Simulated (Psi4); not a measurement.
Input for Psi4: SAPT0/jun-cc-pV(D+d)Z on C4H8 (a complex), monomers drawn apart or pushed together.

```
memory 2025 MB

molecule dimer {
0 1
H    -0.39781017   -0.77197386   -0.13853253
H    -0.31462272   -0.32971041    0.45481437
--
0 1
C     1.22984859    2.00925459    5.06406544
C     0.32038348    1.29971506    5.73440701
C     0.44915757   -0.11402152    6.03721218
C    -0.46412804   -0.82434064    6.70096957
H     2.14379244    1.55387125    4.70048014
H     1.09086615    3.06188761    4.85831838
H    -0.58579532    1.78678288    6.08409337
H     1.35498753   -0.60144063    5.68734254
H    -0.32781808   -1.87802424    6.90316199
H    -1.37887497   -0.36873179    7.06229655
units angstrom
symmetry c1
no_reorient
no_com
}

set {
  basis jun-cc-pV(D+d)Z
  scf_type df
  freeze_core true
}

energy('sapt0')
```

It printed:

```
[...]
==> Input File <==

--------------------------------------------------------------------------
memory 2025 MB

molecule dimer {
0 1
H    -0.39781017   -0.77197386   -0.13853253
H    -0.31462272   -0.32971041    0.45481437
--
0 1
C     1.22984859    2.00925459    5.06406544
C     0.32038348    1.29971506    5.73440701
C     0.44915757   -0.11402152    6.03721218
C    -0.46412804   -0.82434064    6.70096957
H     2.14379244    1.55387125    4.70048014
H     1.09086615    3.06188761    4.85831838
H    -0.58579532    1.78678288    6.08409337
H     1.35498753   -0.60144063    5.68734254
H    -0.32781808   -1.87802424    6.90316199
H    -1.37887497   -0.36873179    7.06229655
units angstrom
symmetry c1
no_reorient
no_com
}

set {
  basis jun-cc-pV(D+d)Z
  scf_type df
  freeze_core true
}

energy('sapt0')
--------------------------------------------------------------------------


   => Loading Basis Set <=

    Name: JUN-CC-PV(D+D)Z
    Role: ORBITAL
    Keyword: BASIS
    atoms 1-2, 7-12 entry H          line    60 file jun-cc-pv_dpd_z.gbs
    atoms 3-6       entry C          line   188 file jun-cc-pv_dpd_z.gbs

   => Loading Basis Set <=

    Name: JUN-CC-PV(D+D)Z
    Role: ORBITAL
    Keyword: BASIS
    atoms 1-2, 7-12 entry H          line    60 file jun-cc-pv_dpd_z.gbs
    atoms 3-6       entry C          line   188 file jun-cc-pv_dpd_z.gbs


  //>>>>>>>>>>>>>>>>>>>>>>>>>>>>>>>>>>>//
  //              Dimer HF             //
  //<<<<<<<<<<<<<<<<<<<<<<<<<<<<<<<<<<<//

   => Libint2 <=

    Primary   basis highest AM E, G, H:  7, 6, 3
    Auxiliary basis highest AM E, G, H:  7, 7, 4
    Onebody   basis highest AM E, G, H:  -, -, -
    Solid Harmonics ordering:            Gaussian


   => Loading Basis Set <=

    Name: JUN-CC-PV(D+D)Z
    Role: ORBITAL
    Keyword: BASIS
    atoms 1-2, 7-12 entry H          line    60 file jun-cc-pv_dpd_z.gbs
    atoms 3-6       entry C          line   188 file jun-cc-pv_dpd_z.gbs


         ---------------------------------------------------------
                                   SCF
               by Justin Turney, Rob Parrish, Andy Simmonett
                          and Daniel G. A. Smith
                              RHF Reference
                        1 Threads,   1931 MiB Core
         ---------------------------------------------------------

  ==> Geometry <==

    Molecular point group: c1
    Full point group: C1

    Geometry (in Angstrom), charge = 0, multiplicity = 1:

       Center              X                  Y                   Z               Mass
    ------------   -----------------  -----------------  -----------------  -----------------
         H           -0.397810170000    -0.771973860000    -0.138532530000     1.007825032230
         H           -0.314622720000    -0.329710410000     0.454814370000     1.007825032230
         C            1.229848590000     2.009254590000     5.064065440000    12.000000000000
         C            0.320383480000     1.299715060000     5.734407010000    12.000000000000
         C            0.449157570000    -0.114021520000     6.037212180000    12.000000000000
         C           -0.464128040000    -0.824340640000     6.700969570000    12.000000000000
         H            2.143792440000     1.553871250000     4.700480140000     1.007825032230
         H            1.090866150000     3.061887610000     4.858318380000     1.007825032230
         H           -0.585795320000     1.786782880000     6.084093370000     1.007825032230
         H            1.354987530000    -0.601440630000     5.687342540000     1.007825032230
         H           -0.327818080000    -1.878024240000     6.903161990000     1.007825032230
         H           -1.378874970000    -0.368731790000     7.062296550000     1.007825032230

  Running in c1 symmetry.

  Rotational constants: A =      0.14876  B =      0.00877  C =      0.00837 [cm^-1]
  Rotational constants: A =   4459.65914  B =    262.92010  C =    250.96486 [MHz]
  Nuclear repulsion =  109.983118968924202

  Charge       = 0
  Multiplicity = 1
  Electrons    = 32
  Nalpha       = 16
  Nbeta        = 16

  ==> Algorithm <==

  SCF Algorithm Type is DF.
  DIIS enabled.
  MOM disabled.
  Fractional occupation disabled.
  Guess Type is SAD.
  Energy threshold   = 1.00e-08
  Density threshold  = 1.00e-08
  Integral threshold = 1.00e-12

  ==> Primary Basis <==

  Basis Set: JUN-CC-PV(D+D)Z
    Blend: JUN-CC-PV(D+D)Z
    Number of shells: 56
    Number of basis functions: 112
    Number of Cartesian functions: 116
    Spherical Harmonics?: true
    Max angular momentum: 2

   => Loading Basis Set <=

    Name: (JUN-CC-PV(D+D)Z AUX)
    Role: JKFIT
    Keyword: DF_BASIS_SCF
    atoms 1-2, 7-12 entry H          line    70 file jun-cc-pvdz-jkfit.gbs
    atoms 3-6       entry C          line   146 file jun-cc-pvdz-jkfit.gbs

  ==> Integral Setup <==

  DFHelper Memory: AOs need 0.047 GiB; user supplied 1.414 GiB.
  SCF_SUBTYPE=INCORE selected. In-core MEM_DF algorithm will be used.
[...]
787529
      82A      1.851164    83A      1.919309    84A      1.923563
      85A      1.932114    86A      1.943769    87A      1.983996
      88A      2.005849    89A      2.046311    90A      2.094336
      91A      2.153811    92A      2.177535    93A      2.245072
      94A      2.271348    95A      2.316603    96A      2.316876
      97A      2.355160    98A      2.425883    99A      2.433473
     100A      2.474310   101A      2.523703   102A      2.578283
     103A      2.625050   104A      2.637548   105A      2.715495
     106A      2.852354   107A      2.857902   108A      3.064780
     109A      3.100594   110A      3.385039   111A      3.555652
     112A      4.734771

    Final Occupation by Irrep:
              A
    DOCC [    15 ]
    NA   [    15 ]
    NB   [    15 ]

  @DF-RHF Final Energy:  -154.93720712453833

   => Energetics <=

    Nuclear Repulsion Energy =            104.0280126185583782
    One-Electron Energy =                -413.3042851083833398
    Two-Electron Energy =                 154.3390653652866433
    Total Energy =                       -154.9372071245383324

Computation Completed


Properties will be evaluated at   0.000000,   0.000000,   0.000000 [a0]

Properties computed using the SCF density matrix


 Multipole Moments:

 ------------------------------------------------------------------------------------
     Multipole            Electronic (a.u.)      Nuclear  (a.u.)        Total (a.u.)
 ------------------------------------------------------------------------------------

 L = 1.  Multiply by 2.5417464519 to convert [e a0] to [Debye]
 Dipole X            :        -21.7494538           21.7483427           -0.0011110
 Dipole Y            :        -33.5964237           33.5955322           -0.0008915
 Dipole Z            :       -333.5679650          333.5661752           -0.0017898
 Magnitude           :                                                    0.0022875

 ------------------------------------------------------------------------------------

  Constructing Basis Sets for SAPT...

   => Loading Basis Set <=

    Name: (JUN-CC-PV(D+D)Z AUX)
    Role: RIFIT
    Keyword: DF_BASIS_SAPT
    atoms 1-2, 7-12 entry H          line    30 file jun-cc-pvdz-ri.gbs
    atoms 3-6       entry C          line   100 file jun-cc-pvdz-ri.gbs

   => Loading Basis Set <=

    Name: (JUN-CC-PV(D+D)Z AUX)
    Role: JKFIT
    Keyword: DF_BASIS_ELST
    atoms 1-2, 7-12 entry H          line    70 file jun-cc-pvdz-jkfit.gbs
    atoms 3-6       entry C          line   146 file jun-cc-pvdz-jkfit.gbs


  //>>>>>>>>>>>>>>>>>>>>>>>>>>>>>>>>>>>//
  //               SAPT0               //
  //<<<<<<<<<<<<<<<<<<<<<<<<<<<<<<<<<<<//



        SAPT0
    Ed Hohenstein
     6 June 2009

      Orbital Information
  --------------------------
    NSO        =       112
    NMO        =       112
    NRI        =       372
    NRI (Elst) =       500
    NOCC A     =         1
    NOCC B     =        15
    FOCC A     =         0
    FOCC B     =         4
    NVIR A     =       111
    NVIR B     =        97

    Elst10,r            =    -0.000035777059 [Eh]
    Exch10              =     0.000000834567 [Eh]
    Exch10 (S^2)        =     0.000000834566 [Eh]

    Maxiter = 50
    CPHF R converge = 1.000000E-08

    Iter     Energy [mEh]          dE [mEh]         Residual      Time [s]
       1      -0.00084224       0.000842245     1.452657e-04             0
       2      -0.00111051       0.000268266     1.478841e-05             0
       3      -0.00110546      -0.000005049     4.729768e-07             0
       4      -0.00110548       0.000000022     1.249542e-08             0
       5      -0.00110548      -0.000000000     9.523104e-10             0

    CHF Iterations converged

    Maxiter = 50
    CPHF R converge = 1.000000E-08

    Iter     Energy [mEh]          dE [mEh]         Residual      Time [s]
       1      -0.00016327       0.000163266     8.964207e-05             0
       2      -0.00017640       0.000013137     3.734869e-05             0
       3      -0.00019476       0.000018360     1.390818e-05             0
       4      -0.00019572       0.000000959     4.726780e-06             0
       5      -0.00019444      -0.000001280     1.299139e-06             0
       6      -0.00019453       0.000000086     5.727408e-07             0
       7      -0.00019462       0.000000088     1.245001e-07             0
       8      -0.00019461      -0.000000006     3.314090e-08             1
       9      -0.00019461      -0.000000003     8.673842e-09             1

    CHF Iterations converged

    Ind20,r (A<-B)      =    -0.000001105484 [Eh]
    Ind20,r (B<-A)      =    -0.000000194608 [Eh]
    Ind20,r             =    -0.000001300091 [Eh]
    Exch-Ind20,r (A<-B) =     0.000000008075 [Eh]
    Exch-Ind20,r (B<-A) =     0.000000032216 [Eh]
    Exch-Ind20,r        =     0.000000040291 [Eh]
    Disp20              =    -0.000040607275 [Eh]
    Disp20 (SS)         =    -0.000020303637 [Eh]
    Disp20 (OS)         =    -0.000020303637 [Eh]
    Exch-Disp20         =     0.000000067730 [Eh]
    Exch-Disp20 (SS)    =     0.000000047742 [Eh]
    Exch-Disp20 (OS)    =     0.000000019988 [Eh]

    SAPT Results
  --------------------------------------------------------------------------------------------------------
    Electrostatics                 -0.03577706 [mEh]      -0.02245044 [kcal/mol]      -0.09393266 [kJ/mol]
      Elst10,r                     -0.03577706 [mEh]      -0.02245044 [kcal/mol]      -0.09393266 [kJ/mol]

    Exchange                        0.00083457 [mEh]       0.00052370 [kcal/mol]       0.00219116 [kJ/mol]
      Exch10                        0.00083457 [mEh]       0.00052370 [kcal/mol]       0.00219116 [kJ/mol]
      Exch10(S^2)                   0.00083457 [mEh]       0.00052370 [kcal/mol]       0.00219115 [kJ/mol]

    Induction                      -0.00136287 [mEh]      -0.00085521 [kcal/mol]      -0.00357822 [kJ/mol]
      Ind20,r                      -0.00130009 [mEh]      -0.00081582 [kcal/mol]      -0.00341339 [kJ/mol]
      Exch-Ind20,r                  0.00004029 [mEh]       0.00002528 [kcal/mol]       0.00010579 [kJ/mol]
      delta HF,r (2)               -0.00010307 [mEh]      -0.00006468 [kcal/mol]      -0.00027061 [kJ/mol]

    Dispersion                     -0.04053954 [mEh]      -0.02543895 [kcal/mol]      -0.10643656 [kJ/mol]
      Disp20                       -0.04060727 [mEh]      -0.02548145 [kcal/mol]      -0.10661439 [kJ/mol]
      Exch-Disp20                   0.00006773 [mEh]       0.00004250 [kcal/mol]       0.00017783 [kJ/mol]
      Disp20 (SS)                  -0.02030364 [mEh]      -0.01274072 [kcal/mol]      -0.05330719 [kJ/mol]
      Disp20 (OS)                  -0.02030364 [mEh]      -0.01274072 [kcal/mol]      -0.05330719 [kJ/mol]
      Exch-Disp20 (SS)              0.00004774 [mEh]       0.00002996 [kcal/mol]       0.00012535 [kJ/mol]
      Exch-Disp20 (OS)              0.00001999 [mEh]       0.00001254 [kcal/mol]       0.00005248 [kJ/mol]

  Total HF                         -0.03630536 [mEh]      -0.02278196 [kcal/mol]      -0.09531972 [kJ/mol]
  Total SAPT0                      -0.07684491 [mEh]      -0.04822091 [kcal/mol]      -0.20175628 [kJ/mol]

  Special recipe for scaled SAPT0 (see Manual):
    Electrostatics sSAPT0          -0.03577706 [mEh]      -0.02245044 [kcal/mol]      -0.09393266 [kJ/mol]
    Exchange sSAPT0                 0.00083457 [mEh]       0.00052370 [kcal/mol]       0.00219116 [kJ/mol]
    Induction sSAPT0               -0.00136287 [mEh]      -0.00085521 [kcal/mol]      -0.00357822 [kJ/mol]
    Dispersion sSAPT0              -0.04053954 [mEh]      -0.02543895 [kcal/mol]      -0.10643656 [kJ/mol]
  Total sSAPT0                     -0.07684491 [mEh]      -0.04822091 [kcal/mol]      -0.20175628 [kJ/mol]
  --------------------------------------------------------------------------------------------------------



*** Psi4 exiting successfully. Buy a developer a beer!
```

The run finished.

Cost: roughly 11 core-seconds.
